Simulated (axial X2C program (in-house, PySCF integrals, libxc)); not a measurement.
What spin–orbit coupling does to NbC⁺

Calculated with an in-house relativistic program for diatomic molecules. Spin-free means the one-electron spin-free X2C Hamiltonian; two-component (2c) means X2C with spin–orbit coupling and atomic mean-field two-electron Coulomb and Gaunt terms, so the difference of the two also holds small scalar two-electron terms. Basis: Nb dyall-cv3z [11s12p9d5f3g], C dyall-v3z [7s6p2d1f] (cores contracted in-house); Gaussian nuclei, density fitting, unrestricted open shells. Masses: Nb 92.906 u, C 12.000 u.

Spin-free state: M_S = 0, Λ = 0 (closed shell); fragments Nb+ + C.

```tsv
level	Re (Å)	ωe (cm⁻¹)	De (eV)	μ (D)
r2SCAN	1.653	1109.6	4.754	-4.79
```

Dipoles are positive if C is the positive end and refer to the centre of mass.

Two-component determinant lowest at the distance of the search:

Ω = 0 (closed shell); fragments Nb+ + C.

```tsv
level	Re (Å)	ωe (cm⁻¹)	μ (D)
r2SCAN	1.653	1109.0	-4.78
```

Task: From the two tables, how do the constants change at the r2SCAN level (2c against spin-free)?

Result: At the r2SCAN level Re is unchanged within 0.001 Å and ωe goes down by 0.6 cm⁻¹.

One determinant describes the state; a PBE0 search over occupations chose it and may have missed a lower one. The closed shell is kept restricted, so the energy runs too high when the bond is stretched far. De is counted from the lowest determinant-based energies of the atoms at the same level, without counterpoise correction. De is not given where an atomic determinant may have missed its ground term or J level, or where the truncated virtual space spoils (T). PBE0 can misorder states that lie within some tenths of an eV, so this need not be the ground state of the molecule. The nearest other spin-free determinant of the search, M_S = 1, Λ = 2, lies 0.32 eV up at the distance of the search. Without a current term, density functionals place determinants with orbital angular momentum somewhat too high.
